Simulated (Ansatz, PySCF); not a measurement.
Complex: HF (SMILES F) (first 2 atoms) with H2S (SMILES S); geometry from B3LYP-D3(BJ)/def2-TZVP.
(charge 0, multiplicity 1):
```tsv
atom	x (Å)	y (Å)	z (Å)
F	-0.3220	1.2299	0.1026
H	-0.0385	0.6519	0.7866
S	0.4358	-0.7139	2.4996
H	-0.1423	0.0907	3.4072
H	-0.6831	-1.4397	2.3360
```

Interaction energies are E(AB) − E(A) − E(B) at the monomers' geometry in the complex; basis-set methods are counterpoise corrected.

Cores are frozen in the correlated methods. CBS: X⁻³ extrapolation of the correlation energy, Hartree–Fock from the larger set.

The values were computed with Ansatz (an electronic-structure program); PySCF for the dispersion terms. Values without a source in brackets are computed.

The comparison value is -22.3 kJ/mol (CCSD(T)/CBS(aug-cc-pV(T+d)Z, aug-cc-pV(Q+d)Z)). It is a level with limits of its own, not the exact answer.

Q: Order these levels by how close they come to the comparison value for the interaction energy, closest first: revPBE-D3(BJ)/def2-TZVPPD, B2PLYP-D3(BJ)/def2-TZVPPD, r2SCAN-D4/def2-TZVPPD. Give each level's value less the comparison value.

A: B2PLYP-D3(BJ)/def2-TZVPPD (-1.3 kJ/mol), revPBE-D3(BJ)/def2-TZVPPD (-2.7 kJ/mol), r2SCAN-D4/def2-TZVPPD (-3.9 kJ/mol)
